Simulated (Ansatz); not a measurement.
Several settings on one geometry of BeMeI (CH₃BeI) (that of the charge 0 singlet, r2SCAN-D4/def2-TZVP). Ansatz on 4 threads of Arm Neoverse V1 on a shared host; times are rough.

```
atom    x (Å)    y (Å)    z (Å)
 Be1  -0.0064   0.0038  -0.9553
  C2   0.0031  -0.0008   0.7161
  H3  -0.4386   0.9104   1.1329
  H4   1.0191  -0.0742   1.1184
  H5  -0.5623  -0.8444   1.1261
  I6  -0.0150   0.0053  -3.1380
```

Totals from different functionals, basis sets or treatments of relativity can't be compared as stabilities.

In the def2 sets I takes a core potential; there is no spin–orbit coupling. Correlated methods freeze 5 core orbitals; core or outer-core shells of I are correlated, in sets that lack core-valence functions.

Q: Give the basis size and estimate the energy, ⟨S²⟩, dipole and time of these runs.

```json
{"run": "1", "method": "RKS rPW86-PBE-rVV10/def2-SVP", "charge": "0", "state": "singlet", "further keys": "accuracy: high; scf: {omitted_lower_state_checks: [starts]}; forces asked"}
{"run": "2", "method": "UKS ωPBEh/def2-TZVP", "charge": "0", "state": "singlet", "further keys": "nuclear_model: gaussian; scf: {omitted_lower_state_checks: [starts]}; forces asked"}
{"run": "3", "method": "RKS PBE0-DH/def2-SVPD", "charge": "0", "state": "singlet", "further keys": "scf: {omitted_lower_state_checks: [starts]}"}
```

A: 
```json
{"run": "1", "functions": "64", "energy (Eh)": "-352.6194", "⟨S²⟩": "–", "dipole (D)": "0.82", "wall time": "12 s"}
{"run": "2", "functions": "118", "energy (Eh)": "-352.3831", "⟨S²⟩": "0.00", "dipole (D)": "0.98", "wall time": "2.1 s"}
{"run": "3", "functions": "91", "energy (Eh)": "-352.2172", "⟨S²⟩": "–", "dipole (D)": "–", "wall time": "1.4 s"}
```
